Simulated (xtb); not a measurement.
F4Ge, charge -1, doublet, at a GFN2-xTB geometry (a state made from the parent by changing its charge; the spin is typed, not shown lowest); xtb with GFN2-xTB.

Input for xtb:
```
$ xtb mol.xyz --gfn 2 --chrg -1 --uhf 1 --opt --json

# file mol.xyz
5

F      1.43484093    -1.19785115    -0.12485680
Ge    -0.08011673     0.06688401     0.00697159
F      0.96042394     1.93370305    -0.00581249
F     -1.17003793    -0.43524924    -1.76159722
F     -0.94036746    -0.53841247     1.86747864
```

Q: Write the output that xtb gives for this input, abridged.

A: 
```
   ID    Z sym.   atoms
    1    9 F      1, 3-5
    2   32 Ge     2

           -------------------------------------------------
          |                Calculation Setup                |
           -------------------------------------------------

molecular fragmentation (1/2 indicates fragments):
11112
# atoms in fragment 1/2:     4     1
 fragment masses (1/2) :      129.62       19.00
CMA distance (Bohr)    :   4.676
constraining FC (au)   :  0.0500

           -------------------------------------------------
          |                 G F N 2 - x T B                 |
           -------------------------------------------------

          ...................................................
          :                      SETUP                      :
          :.................................................:
          :  # basis functions                  26          :
          :  # atomic orbitals                  25          :
          :  # shells                           11          :
          :  # electrons                        33          :
          :  max. iterations                   250          :
          :  Hamiltonian                  GFN2-xTB          :
          :  restarted?                      false          :
          :  GBSA solvation                  false          :
          :  PC potential                    false          :
          :  electronic temp.          300.0000000     K    :
          :  accuracy                    1.0000000          :
          :  -> integral cutoff          0.2500000E+02      :
          :  -> integral neglect         0.1000000E-07      :
          :  -> SCF convergence          0.1000000E-05 Eh   :
          :  -> wf. convergence          0.1000000E-03 e    :
          :  Broyden damping             0.4000000          :
          :  net charge                         -1          :
          :  unpaired electrons                  1          :
          ...................................................

 iter      E             dE          RMSdq      gap      omega  full diag
   1    -20.8504611 -0.208505E+02  0.741E+00    4.09       0.0  T
   2    -20.8227154  0.277457E-01  0.858E+00    7.48       1.0  T
   3    -21.2672735 -0.444558E+00  0.525E+00    6.56       1.0  T
   4    -21.2852837 -0.180102E-01  0.816E-01    6.64       1.0  T
   5    -21.2863124 -0.102873E-02  0.240E-01    6.62       1.0  T
   6    -21.2863091  0.333370E-05  0.238E-01    6.57       1.0  T
[...]
         :: total energy             -21.285857608028 Eh    ::
 * total energy  :   -21.2858576 Eh     change       -0.5232792E-10 Eh
   *** GEOMETRY OPTIMIZATION CONVERGED AFTER 1 ITERATIONS ***
         :: total energy             -21.285857608081 Eh    ::
[...]
        24                          0.5762075              15.6794
        25                          0.7383339              20.0911
      -------------------------------------------------------------
                  HL-Gap            0.2417223 Eh            6.5776 eV
             Fermi-level           -0.1938466 Eh           -5.2748 eV

     #   Z          covCN         q      C6AA      α(0)
     1   9 F        0.672    -0.369    13.156     4.282
     2  32 Ge       2.359     0.592   218.686    29.687
     3   9 F        0.562    -0.408    13.690     4.361
     4   9 F        0.562    -0.408    13.690     4.361
     5   9 F        0.562    -0.408    13.690     4.361

 Mol. C6AA /au·bohr⁶  :        821.871811
 Mol. C8AA /au·bohr⁸  :      39188.405103
 Mol. α(0) /au        :         47.051549

Wiberg/Mayer (AO) data.
largest (>0.10) Wiberg bond orders for each atom

 ---------------------------------------------------------------------------
     #   Z sym  total        # sym  WBO       # sym  WBO       # sym  WBO
 ---------------------------------------------------------------------------
     1   9 F    1.063 --     2 Ge   0.844
     2  32 Ge   2.932 --     1 F    0.844     4 F    0.696     3 F    0.696
                             5 F    0.696
     3   9 F    0.959 --     2 Ge   0.696
     4   9 F    0.959 --     2 Ge   0.696
     5   9 F    0.959 --     2 Ge   0.696
 ---------------------------------------------------------------------------

Topologies differ in total number of bonds
Writing topology from bond orders to xtbtopo.mol

molecular dipole:
                 x           y           z       tot (Debye)
 q only:       -0.204       0.170       0.018
   full:       -0.244       0.203       0.021       0.808
molecular quadrupole (traceless):
                xx          xy          yy          xz          yz          zz
 q only:        1.496      -2.893       0.446      -0.302       0.252      -1.943
  q+dip:        1.528      -2.954       0.456      -0.308       0.257      -1.984
   full:        1.699      -3.284       0.507      -0.342       0.286      -2.206

optimized geometry written to: xtbopt.xyz

           -------------------------------------------------
          | TOTAL ENERGY              -21.285857608081 Eh   |
          | GRADIENT NORM               0.000034563986 Eh/α |
          | HOMO-LUMO GAP               6.577598495724 eV   |
           -------------------------------------------------

normal termination of xtb
```
